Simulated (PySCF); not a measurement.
The vertical singlet excitations below were computed for one of the candidates. The calculation used PySCF, TDDFT CAM-B3LYP/def2-SVPD, vertical, gas phase, core orbitals frozen in the response. Geometries: GFN2-xTB, one conformer each.

| state | λ (nm) | f |
| --- | --- | --- |
| S1 | 221.1 | 0.0045 |
| S2 | 195.3 | 0.0033 |
| S3 | 193.9 | 0.035 |
| S4 | 179.8 | 0.0040 |
| S5 | 179.4 | 0.035 |
| S6 | 174.1 | 0.018 |
| S7 | 171.1 | 0.0094 |
| S8 | 167.0 | 0.0040 |

**Question.** Which candidate is it? All have the formula C7H7NS.
A. `C=Nc1ccccc1S`
B. `C1(CC=1)C#CC(NC)=S`
C. `CCc1cc(C#N)cs1`
D. `N#C[C@@]12[C@H]3[C@@H](S)[C@@H]1C[C@H]32`

**Answer.** D. Its S1, at 5.61 eV, is the highest among the candidates; the nearest of the others has S1 at 5.34 eV. S1 is HOMO→LUMO (65%), HOMO→LUMO+5 (10%). Löwdin shares by element: HOMO sulfur 71%, carbon 14% or more, hydrogen 6% or more; LUMO sulfur 37%, hydrogen 12% or more, carbon 6% or more (atoms not listed hold the other 45%). At the same level the other candidates give, for their lowest levels:
- `CCc1cc(C#N)cs1`: 232 nm (f 0.073); 220 nm (f 0.121); 206 nm (f 0.002); 195 nm (f 0.001); 185 nm (f 0.461); T1 3.48 eV; HOMO -8.49, LUMO -0.37 eV
- `C=Nc1ccccc1S`: 315 nm (f 0.068); 275 nm (f 0.010); 240 nm (f 0.118); 224 nm (f 0.012); 221 nm (f 0.369); T1 3.10 eV; HOMO -7.34, LUMO -0.55 eV
- `CNC(=S)C#CC1=CC1`: 452 nm (f 0.003); 316 nm (f 0.083); 290 nm (f 0.059); 272 nm (f 0.078); 263 nm (f 0.159); T1 2.41 eV; HOMO -7.36, LUMO -1.09 eV

Conformer computed: `[N:1]#[C:2][C@@:3]12[C@H:4]3[C@@H:5]([SH:6])[C@@H:7]1[CH2:8][C@@H:9]23`: H–S6–C5–C4 48°.
Triplets come from the Tamm–Dancoff approximation.
